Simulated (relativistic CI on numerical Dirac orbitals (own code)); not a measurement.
# Judd-Ofelt analysis for Sm³⁺

Computed by Dirac-Coulomb-Breit CI, separate exchange-only KLI orbitals for each configuration, QED by a radiative potential, valence Slater integrals scaled by 0.8 (own radial code, finite nucleus).

Configuration 4f5 alone, in intermediate coupling. Take Ω₂ = 1.39, Ω₄ = 5.5, Ω₆ = 5.59 (10⁻²⁰ cm²) and refractive index n = 1.81 as given. A_ED = 64π⁴e²ν³ n(n² + 2)²/[27h(2J + 1)] Σ Ω_λ |U^λ|², in Gaussian units with ν in cm⁻¹, and A_MD is n³ times the free-ion magnetic-dipole rate; a dash marks a rate that is forbidden or under 2 % of the level's free-ion decay.

Emitting level 4G°_5/2 at 16420 cm⁻¹ (radiative decay alone: multiphonon quenching in a host is left out, and the level can lie too high or too low):

```tsv
To	ν (cm⁻¹)	U² squared	U⁴ squared	U⁶ squared	Free-ion A(M1) (s⁻¹)
6H°_5/2	16420	0.0004	0.0002	0.0000	3.08
6H°_7/2	15383	0.0002	0.0100	0.0115	2.49
6H°_9/2	14182	0.0144	0.0066	0.0018	-
6H°_11/2	12872	0.0000	0.0060	0.0027	-
6H°_13/2	11496	0.0000	0.0005	0.0019	-
6H°_15/2	10091	0.0000	0.0000	0.0000	-
6F°_1/2	9919	0.0011	0.0000	0.0000	-
6F°_3/2	9699	0.0009	0.0004	0.0000	1.12
6F°_5/2	9224	0.0074	0.0021	0.0000	0.766
6F°_7/2	8350	0.0004	0.0017	0.0005	0.251
6F°_9/2	7151	0.0014	0.0001	0.0003	-
6F°_11/2	5742	0.0000	0.0000	0.0006	-
```

(1) Give the rates, branching ratios and the radiative lifetime.

Results:

(1) The rates are:

```
      To  λ (nm)  A_ED (s⁻¹)  A_MD (s⁻¹)  β (%)
 6H°_5/2     609        5.06        18.3    4.1
 6H°_7/2     650         293        14.8   53.5
 6H°_9/2     705         128           0   22.3
6H°_11/2     777        68.7           0   11.9
6H°_13/2     870        13.4           0    2.3
6H°_15/2     991           0           0    0.0
 6F°_1/2    1008       0.985           0    0.2
 6F°_3/2    1031        1.93        6.66    1.5
 6F°_5/2    1084        11.5        4.54    2.8
 6F°_7/2    1198        4.83        1.49    1.1
 6F°_9/2    1398        1.11           0    0.2
6F°_11/2    1741       0.418           0    0.1
```

τ_rad = 1.74e-03 s. Computed level positions enter as ν³, so measured ones would change the rates. For the strongest line (650 nm) and an assumed effective width Δλ = 13 nm (300 cm⁻¹), the Füchtbauer-Ladenburg formula σ = λ⁴A/(8πcn²Δλ) gives a peak emission cross-section of 0.18 × 10⁻²⁰ cm².
